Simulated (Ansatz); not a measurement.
`CCC(CC(C)OC(C)=O)OC(C)=O`. Charge 0, multiplicity 1. Geometry PBE-D4/def2-SVP.

```tsv
atom	x (Å)	y (Å)	z (Å)
C1	-1.429	0.927	-3.073
C2	-1.381	0.503	-1.605
C3	-0.010	0.001	-1.160
C4	0.066	-0.440	0.305
C5	-0.185	0.671	1.325
C6	0.805	1.829	1.258
O7	-0.083	0.023	2.624
C8	-0.803	0.570	3.639
C9	-0.582	-0.204	4.918
O10	-1.519	1.546	3.516
O11	0.306	-1.145	-1.997
C12	1.622	-1.378	-2.249
C13	1.781	-2.592	-3.136
O14	2.529	-0.694	-1.814
H15	-2.438	1.286	-3.358
H16	-0.709	1.747	-3.279
H17	-1.169	0.078	-3.736
H18	-1.661	1.358	-0.954
H19	-2.130	-0.295	-1.407
H20	0.769	0.769	-1.354
H21	-0.669	-1.255	0.475
H22	1.076	-0.861	0.491
H23	-1.218	1.070	1.240
H24	0.593	2.557	2.064
H25	1.847	1.464	1.357
H26	0.719	2.366	0.292
H27	0.492	-0.184	5.191
H28	-0.857	-1.267	4.772
H29	-1.185	0.238	5.729
H30	1.237	-2.440	-4.090
H31	1.333	-3.480	-2.647
H32	2.852	-2.769	-3.336
```

B3LYP takes the VWN-RPA correlation.

(1) Estimate the orbital energies around the gap (eV) in Ansatz with HF/STO-3G, PBE-D4/def2-SVP, r2SCAN-D4/def2-TZVP, B3LYP-D4/6-31G, PBE0-D4/def2-TZVP.

Answers

(1) 
```csv
orbital,HF/STO-3G,PBE-D4/def2-SVP,r2SCAN-D4/def2-TZVP,B3LYP-D4/6-31G,PBE0-D4/def2-TZVP
HOMO−9,-12.51,-8.64,-9.09,-9.90,-10.28
HOMO−8,-12.09,-8.54,-8.99,-9.78,-10.14
HOMO−7,-11.86,-8.45,-8.84,-9.65,-9.97
HOMO−6,-11.58,-8.29,-8.73,-9.52,-9.86
HOMO−5,-10.96,-7.77,-8.23,-8.99,-9.39
HOMO−4,-10.77,-7.71,-8.12,-8.94,-9.23
HOMO−3,-9.21,-7.14,-7.62,-8.31,-8.79
HOMO−2,-9.12,-6.90,-7.37,-8.07,-8.55
HOMO−1,-8.97,-6.14,-6.68,-7.55,-8.01
HOMO,-8.70,-6.07,-6.59,-7.47,-7.92
LUMO,8.48,-0.81,-0.74,-0.05,0.14
LUMO+1,8.53,-0.74,-0.67,0.02,0.20
LUMO+2,13.16,0.77,0.86,2.07,0.99
LUMO+3,13.70,1.09,1.16,2.43,1.26
LUMO+4,15.22,1.31,1.45,2.68,1.48
LUMO+5,16.39,1.39,1.54,2.88,1.71
```
